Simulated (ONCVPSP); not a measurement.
# Reading a pseudo-wave (aluminium)

Columns: radius, all-electron u(r) and pseudo u(r) of the 2s shell (level -115.87 eV) of aluminium in the configuration [He] 2s2 2p6 3s2; LDA (Perdew-Wang 92), scalar-relativistic, ONCV scheme, ONCVPSP 4.0.1.

| r (bohr) | all-electron | pseudo |
| --- | --- | --- |
| 0.060 | -0.5984 | 0.2404 |
| 0.120 | -0.3483 | 0.4705 |
| 0.180 | 0.1192 | 0.6809 |
| 0.240 | 0.5634 | 0.8636 |
| 0.300 | 0.9036 | 1.0119 |
| 0.360 | 1.1299 | 1.1225 |
| 0.420 | 1.2558 | 1.1935 |
| 0.480 | 1.3034 | 1.2261 |
| 0.540 | 1.2943 | 1.2239 |
| 0.600 | 1.2467 | 1.1920 |
| 0.660 | 1.1741 | 1.1363 |
| 0.720 | 1.0873 | 1.0637 |
| 0.780 | 0.9938 | 0.9805 |
| 0.840 | 0.8990 | 0.8922 |
| 0.900 | 0.8064 | 0.8033 |
| 0.960 | 0.7184 | 0.7171 |
| 1.020 | 0.6362 | 0.6358 |
| 1.080 | 0.5608 | 0.5606 |
| 1.140 | 0.4922 | 0.4921 |
| 1.200 | 0.4305 | 0.4304 |
| 1.260 | 0.3754 | 0.3753 |
| 1.320 | 0.3265 | 0.3264 |
| 1.380 | 0.2832 | 0.2832 |
| 1.440 | 0.2453 | 0.2452 |
| 1.500 | 0.2120 | 0.2119 |
| 1.560 | 0.1829 | 0.1829 |

(1) How many radial nodes do the two functions have?

(2) At about which radius was the pseudo-wave matched?

(3) Is the pseudo-wave norm-conserving?

## Answers

(1) The all-electron 2s function has n − l − 1 = 1; the pseudo-wave has 0, since the states of the same l below it are removed with the core.

(2) 1.20 bohr. The columns agree to 0.0005 from 1.02 bohr on; several derivatives are matched, so the curves merge somewhat inside the radius.

(3) Yes: the ONCV scheme keeps the norm inside the radius equal to the all-electron one, which fixes the energy derivative of the logarithmic derivative at the level.
